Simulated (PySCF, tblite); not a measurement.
Isomers of C6H11FO, one GFN2-xTB conformer each. Single-point energies are computed at PBE0/pcSseg-1 (PySCF, gas phase, no added dispersion term), electronic only.

```csv
SMILES,GFN2-xTB relative energy (kcal/mol)
C=C(C)[C@H](F)COC,31.7
CC(C)(C)CC(=O)F,0.0
```

Conformers: `[CH2:1]=[C:2]([CH3:3])[C@H:4]([F:5])[CH2:6][O:7][CH3:8]` with C1–C2–C4–F5 27°, C2–C4–C6–O7 -72°, C4–C6–O7–C8 180°; `[CH3:1][C:2]([CH3:3])([CH3:4])[CH2:5][C:6](=[O:7])[F:8]` with C2–C5–C6–O7 3°.

Question: What does PBE0/pcSseg-1 give for the same structures?

Answer: 
```
           SMILES  PBE0/pcSseg-1 E (Eh)  PBE0/pcSseg-1 (kcal/mol)  GFN2-xTB (kcal/mol)  point group
  CC(C)(C)CC(=O)F            -409.84933                       0.0                  0.0      near Cs
C=C(C)[C@H](F)COC            -409.77813                      44.7                 31.7           C1
```

Both levels put the same isomer lowest. As drawn, the lower has a C=O bond and a quaternary carbon, which the higher lacks; the higher has a C=C bond outside aromatic rings, which the lower lacks.

Question: Which frontier levels, dipoles and rotational constants go with these structures?

Answer: 
```csv
SMILES,"HOMO (eV, PBE0/pcSseg-1)",LUMO (eV),dipole (D),"A, B, C (MHz)"
CC(C)(C)CC(=O)F,-8.78,-0.40,3.00,"3394, 1290, 1182"
C=C(C)[C@H](F)COC,-7.20,0.34,2.10,"2767, 1365, 1061"
```

Question: What happens when harmonic zero-point energies from GFN2-xTB frequencies are added?

Answer: 
```csv
SMILES,ZPE (kcal/mol),electronic (kcal/mol),with ZPE (kcal/mol)
CC(C)(C)CC(=O)F,100.1,0.0,0.0
C=C(C)[C@H](F)COC,98.8,44.7,43.4
```

The zero-point energies span 1.3 kcal/mol. The order is unchanged.
